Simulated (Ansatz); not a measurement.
System: sulfur trioxide, SO3, net charge 0, singlet state. 
Coordinates optimised at B3LYP-D3(BJ)/def2-TZVP (Ansatz, a quantum-chemistry and plane-wave program):
SMILES: O=S(=O)=O
```xyz
4

O     -0.7068    -1.2388    -0.0328
S      0.0000     0.0000     0.0000
O     -0.7195     1.2319     0.0059
O      1.4264     0.0069     0.0269
```

Basis-set convergence of Hartree-Fock and CCSD correlation energies (hartree) with Ansatz. Correlated levels leave the core frozen unless marked. No spin-orbit coupling. No relativistic terms.

```json
[
 {"basis": "aug-cc-pV(D+d)Z", "functions": "101", "E(HF)": "-622.07145", "E(corr, CCSD)": "-0.74197"},
 {"basis": "aug-cc-pV(T+d)Z", "functions": "193", "E(HF)": "___", "E(corr, CCSD)": "___"}
]
```

Question: Fill in the missing entries.

Answer: 
- aug-cc-pV(T+d)Z, E(HF): -622.16969
- aug-cc-pV(T+d)Z, E(corr, CCSD): -0.89640
